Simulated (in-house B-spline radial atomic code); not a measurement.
Sb²³⁺. Computed with a B-spline radial atomic code. Model: all-electron spherical atom, spin shells full or empty, radial basis limit, no spin-orbit coupling: exact exchange with a local potential (Slater, KLI or optimised effective potential, whose far tail is KLI's), no correlation.

Exchange potential has not reached -1/r at the last radius.

The run also made RPA and GW results, which its time includes.

The Slater potential averages the orbital exchange potentials with the orbital densities as weights, KLI adds orbital constants, and the optimised effective potential minimises the exact-exchange energy among local potentials. So their energies lie above Hartree-Fock in the order OEP, KLI, Slater. All fall off as −1/r, unlike LDA and GGA exchange.

Command:
```bash
python run_gw.py task.json out
```
Settings (lengths in bohr, energies in hartree):
```
Z                      51
electrons              28
configuration          [Ar] 3d10
hamiltonian            nr
method                 kli
lmax                   9
spin_polarised         False
box_radius             3.69
intervals              66
```

Time taken, with all properties: 3.4 s on 1 thread of Arm Neoverse N1, on a shared host.

Given: hamiltonian non-relativistic; mean-field start exchange-only KLI.

Computed: energy above Hartree-Fock 8.5376 millihartree; virial ratio -E/T less 1 0.000591.

```csv
radius (bohr),r times exchange potential (hartree bohr)
0.00098,-0.040364
0.00118,-0.048555
0.00143,-0.058761
0.00172,-0.070548
0.00208,-0.085081
0.00251,-0.10227
0.00303,?
0.00365,-0.1468
0.0044,-0.17511
0.00531,-0.20825
0.00641,-0.24636
0.00774,?
0.00934,-0.33659
0.0113,-0.38735
0.0136,-0.43726
0.0164,-0.48476
0.0198,-0.52507
0.0239,-0.5531
0.0288,-0.56634
0.0348,-0.57076
0.0419,-0.58776
0.0506,-0.64783
0.0611,-0.7554
0.0737,-0.88048
0.0889,-0.98941
0.107,-1.0564
0.129,-1.0754
0.156,-1.0876
0.188,-1.193
0.227,-1.4059
0.274,-1.6138
0.331,-1.728
0.399,-1.714
0.482,-1.5933
0.581,-1.4252
0.702,-1.2598
0.847,-1.1277
```

Q: What belongs in the row 0.00303?

A: r times exchange potential (hartree bohr): -0.12278.

Q: What belongs in the row 0.00774?

A: r times exchange potential (hartree bohr): -0.28942.

| occupied | level (hartree) | Hartree-Fock level (hartree) |
| --- | --- | --- |
| 1s | -1099.1 | -1111.8 |
| 2s | -186.19 | -190.21 |
| 2p | ? | ? |
| 3s | -56.721 | -57.583 |
| 3p | -52.606 | -53.128 |
| 3d | -45.06 | -45.062 |

Q: What belongs in the row 2p?

A: level (hartree): -176.25; Hartree-Fock level (hartree): -179.59.

```csv
empty,level (hartree)
4s,-26.524
4p,-24.913
4d,-22.149
4f,?
5s,-15.464
5p,-14.707
```

Q: What belongs in the row 4f?

A: level (hartree): -19.237.

The highest level, 3d, differs from Hartree-Fock by +0.051 eV and the deepest, 1s, by +345 eV: a local potential can match the highest level but can't give each shell its own exchange.
